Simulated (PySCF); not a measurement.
## Simulated absorption spectrum

Species: C3H8OSSi.
InChI=1S/C3H8OSSi/c1-3(2)5-6-4/h4H,1,6H2,2H3

Method used: PySCF 2.14.0, density-fitted response routines, TDDFT wB97X-D/def2-SVPD, vertical, gas phase, core orbitals frozen in the response. One conformer (not necessarily the lowest) at the GFN2-xTB geometry, without solvent, vibrations or thermal averaging. Torsions of this conformer, `[CH2:1]=[C:2]([CH3:3])[S:4][SiH2:5][OH:6]`: C1–C2–S4–Si5 -117°, C2–S4–Si5–O6 36°, H–O6–Si5–S4 46°.

Computed states:

| state | E (eV) | f |
| --- | --- | --- |
| S1 | 5.68 | 0.046 |
| S2 | 5.87 | 0.012 |
| S3 | 6.61 | 0.031 |
| S4 | 6.72 | 0.063 |
| S5 | 6.76 | 0.020 |
| S6 | 6.90 | 0.193 |
| S7 | 7.40 | 0.010 |
| S8 | 7.62 | 0.0060 |

Broadening: Gaussians 0.5 eV wide at half height, area fixed by f = 4.319×10⁻⁹ ∫ε dν̃. The cross-section is σ = 3.8235×10⁻²¹ ε cm², given in Mb (10⁻¹⁸ cm²). The width is an assumption, not a result. The curve ends short of the highest state used, and states not computed would add to its high-energy end.

**Question.** What does the envelope look like, and where are its maxima?

**Answer.** 
(E (eV), σ (Mb)): (4.93, 0.02), (4.99, 0.05), (5.05, 0.11), (5.11, 0.25), (5.17, 0.53), (5.23, 1.01), (5.29, 1.78), (5.35, 2.91), (5.41, 4.42), (5.47, 6.20), (5.53, 8.06), (5.59, 9.72), (5.65, 10.89), (5.71, 11.35), (5.77, 11.00), (5.83, 9.95), (5.89, 8.41), (5.95, 6.69), (6.01, 5.06), (6.07, 3.78), (6.13, 3.06), (6.19, 3.07), (6.25, 4.01), (6.30, 5.64), (6.36, 8.81), (6.42, 13.44), (6.48, 19.57), (6.54, 26.98), (6.60, 35.15), (6.66, 43.25), (6.72, 50.24), (6.78, 55.01), (6.84, 56.67), (6.90, 54.85), (6.96, 49.80), (7.02, 42.37)

Maxima: 217 nm (5.71 eV), ε about 3000, made up of S1 (83%) and S2 (17%); 181 nm (6.84 eV), ε about 15000, made up of S4 (19%) and S6 (67%) (ε in L mol⁻¹ cm⁻¹; maxima over ε = 5, shares over 10%).

**Question.** What would ε be at 6.84 eV, the highest of these maxima, with half the width (0.25 eV)?

**Answer.** About 22900 L mol⁻¹ cm⁻¹ against 14800, a factor of about 1.5; a lone state at its own centre would give exactly 2.

**Question.** Coming from long wavelengths, where does ε first pass 100 L mol⁻¹ cm⁻¹?

**Answer.** At about 241 nm (5.14 eV), 0.54 eV below S1.

**Question.** On this curve, what absorbance would a 10⁻⁵ mol/L sample give at 222 nm over a 1 cm path?

**Answer.** 222 nm is 5.585 eV, where ε is about 2500 L mol⁻¹ cm⁻¹, so A = ε c l ≈ 0.025 (Beer–Lambert, with the gas-phase spectrum and the assumed width).

Hardware: one thread of an Arm Neoverse N1 (shared host). Cost: 60 s of wall time, 0.84 GiB resident at most.
